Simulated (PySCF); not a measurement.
GeH5Si, SMILES [SiH2][GeH3] (connectivity only; charge and spin as stated), charge +1, multiplicity 1. Geometry optimised at PBE0-D3(BJ)/def2-TZVP. The spin state was assumed, not searched. The isomer is the one that the SMILES or the coordinates give; other isomers of the formula were not compared.

TDDFT-PBE0/def2-SVPD in PySCF puts the lowest singlet excitations at 3.67, 4.54, 4.96, 5.40, 8.10, 8.14 eV.

What are the lowest excitation roots from ADC(2)/aug-cc-pVDZ (PySCF)? (The exact figures need the calculation; the answer reports its results.)

3.93, 5.50, 6.03, 6.30, 8.57, 8.59 eV. S1 differs by 0.26 eV (second minus first; roots are paired by order, and the bases may differ).
